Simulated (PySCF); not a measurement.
Compound: [closo-8-(SH)B11H10]2- (charge -2).
Structure used (PBE0-D3(BJ)/def2-SVP), in Å, numbered top down from 1:
```
atom  x, y, z in Å
B1     1.5746    0.0237   -0.0732
B2    -1.0200    0.8585   -1.1995
B3     0.4430    1.3803   -0.3298
B4    -1.0888    1.1571    0.5679
B5     0.5700   -1.2837    0.6512
B6     0.9844   -1.3708   -0.9679
B7    -0.7358   -1.0932   -0.8491
B8    -1.0906   -0.5808    1.0413
B9     0.6430    0.1442   -1.5976
B10    0.3922    0.4002    1.2048
B11   -2.0296   -0.0838   -0.2515
H12    2.7632    0.2302    0.1117
H13   -1.4544    1.5178   -2.1316
H14    0.8924    2.5050   -0.4532
H15   -1.6066    2.0917    1.1553
H16    0.8685   -2.1577    1.4476
H17    1.5592   -2.2849   -1.5286
H18   -1.2716   -2.0139   -1.4459
H19   -1.5705   -1.1348    2.0152
H20    0.9992    0.4612   -2.7220
S21    1.0000    0.9687    2.9146
H22    2.2629    0.5003    2.8051
H23   -3.2276   -0.2455   -0.3867
```

Probes without a nucleus sit at each ring's centroid and 1 Å off its mean plane on both sides; NICS is minus the shielding there, NICSzz its component along the normal. Level: GIAO KT2/pcSseg-1 (PySCF, non-relativistic, gas phase) on the PBE0-D3(BJ)/def2-SVP geometry, one conformer.

Ring bond lengths (Å): B1–B3 1.785, B3–B9 1.782, B9–B1 1.791; B1–B3 1.785, B3–B10 1.822, B10–B1 1.781; B1–B5 1.801, B5–B6 1.674, B6–B1 1.759; B1–B5 1.801, B5–B10 1.781, B10–B1 1.781; B1–B6 1.759, B6–B9 1.676, B9–B1 1.791; B2–B3 1.780, B3–B4 1.789, B4–B2 1.794.

Task: Give the NICS values of each ring in ppm.

Result: 
| ring | type | NICS(0) | NICS(1), two faces | NICS(1)zz, two faces | rms pucker (Å) | centre to ring atoms, mean (Å) |
| --- | --- | --- | --- | --- | --- | --- |
| B1–B3–B9 | 3-membered ring with 3 B | -44.3 | -24.8 / -10.1 | -24.2 / -24.9 | 0.00 | 1.03 |
| B1–B3–B10 | 3-membered ring with 3 B | -43.4 | -9.1 / -25.0 | -22.6 / -28.2 | 0.00 | 1.04 |
| B1–B5–B6 | 3-membered ring with 3 B | -42.3 | -9.2 / -24.9 | -22.1 / -17.4 | 0.00 | 1.01 |
| B1–B5–B10 | 3-membered ring with 3 B | -43.9 | -9.7 / -24.9 | -25.1 / -28.7 | 0.00 | 1.03 |
| B1–B6–B9 | 3-membered ring with 3 B | -43.3 | -10.1 / -24.9 | -23.7 / -17.3 | 0.00 | 1.01 |
| B2–B3–B4 | 3-membered ring with 3 B | -44.5 | -10.2 / -24.7 | -25.2 / -24.2 | 0.00 | 1.03 |

Task: What can be read from them?

Result: 
- B1–B3–B9: mean NICS(1)zz -24.6 ppm, shielded. B1, B3, B9 have four or more neighbours, and the NICS criterion for π rings isn't applied. NICS(0) lies 27 ppm below the mean NICS(1).
- B1–B3–B10: mean NICS(1)zz -25.4 ppm, shielded. B1, B3, B10 have four or more neighbours; no verdict on aromaticity is drawn. The two faces differ by 5.6 ppm, so no symmetry operation interchanges them. NICS(0) lies 26 ppm below the mean NICS(1).
- B1–B5–B6: mean NICS(1)zz -19.8 ppm, shielded. B1, B5, B6 have four or more neighbours, and the NICS criterion for π rings isn't applied. B7, outside the ring, lies only 1.28 Å from a NICS(1) probe, which then mostly feels that atom. The two faces differ by 4.7 ppm, so no symmetry operation interchanges them. NICS(0) lies 25 ppm below the mean NICS(1).
- B1–B5–B10: mean NICS(1)zz -26.9 ppm, shielded. B1, B5, B10 have four or more neighbours, and the NICS criterion for π rings isn't applied. The two faces differ by 3.6 ppm, so no symmetry operation interchanges them. NICS(0) lies 27 ppm below the mean NICS(1).
- B1–B6–B9: mean NICS(1)zz -20.5 ppm, shielded. B1, B6, B9 have four or more neighbours, and the NICS criterion for π rings isn't applied. B7, outside the ring, lies only 1.29 Å from a NICS(1) probe, which then mostly feels that atom. The two faces differ by 6.4 ppm, so no symmetry operation interchanges them. NICS(0) lies 26 ppm below the mean NICS(1).
- B2–B3–B4: mean NICS(1)zz -24.7 ppm, shielded. B2, B3, B4 have four or more neighbours; no verdict on aromaticity is drawn. NICS(0) lies 27 ppm below the mean NICS(1).

Task: List the ring angles.

Result: 
- B1–B3–B9: B1 59.8°, B3 60.3°, B9 60.0°; sum 180.0° against 180° for a flat convex ring.
- B1–B3–B10: B1 61.4°, B3 59.2°, B10 59.4°; sum 180.0° against 180° for a flat convex ring.
- B1–B5–B6: B1 56.1°, B5 60.7°, B6 63.2°; sum 180.0° against 180° for a flat convex ring.
- B1–B5–B10: B1 59.6°, B5 59.6°, B10 60.7°; sum 180.0° against 180° for a flat convex ring.
- B1–B6–B9: B1 56.3°, B6 62.8°, B9 60.9°; sum 180.0° against 180° for a flat convex ring.
- B2–B3–B4: B2 60.1°, B3 60.3°, B4 59.6°; sum 180.0° against 180° for a flat convex ring.

Task: How shielded are the nuclei of the rings and their hydrogens (means over atoms taken as equivalent)?

Result: 
| atoms | environment | σ isotropic (ppm) |
| --- | --- | --- |
| B1 (×2) | boron bonded to 5 B and H | 122.2 |
| B2 (×2) | boron bonded to 5 B and H | 121.5 |
| B3 | boron bonded to 5 B and H | 129.5 |
| B5 (×2) | boron bonded to 5 B and H | 122.7 |
| B6 (×2) | boron bonded to 4 B and H | 106.0 |
| B10 | boron bonded to 5 B and S | 122.3 |
| H12 (×2) | hydrogen on boron | 30.22 |
| H13 (×2) | hydrogen on boron | 29.67 |
| H14 | hydrogen on boron | 29.76 |
| H16 (×2) | hydrogen on boron | 29.54 |
| H17 (×2) | hydrogen on boron | 28.19 |

Task: How do the values depend on the level or the medium?

Result: 
| level | NICS(0), B1–B3–B9 | mean NICS(1)zz, B1–B3–B9 | NICS(0), B1–B3–B10 | mean NICS(1)zz, B1–B3–B10 | NICS(0), B1–B5–B6 | mean NICS(1)zz, B1–B5–B6 |
| --- | --- | --- | --- | --- | --- | --- |
| KT2/pcSseg-1, gas | -44.3 | -24.6 | -43.4 | -25.4 | -42.3 | -19.8 |
| PBE0/pcSseg-1, gas | -46.3 | -26.2 | -45.3 | -27.1 | -44.4 | -21.2 |

The geometry is the same throughout.

On Intel Xeon 6975P-C, one thread, shared host, this took 91 s and 1.2 GiB of memory at its peak. This is the whole shielding run at KT2/pcSseg-1, SCF included.
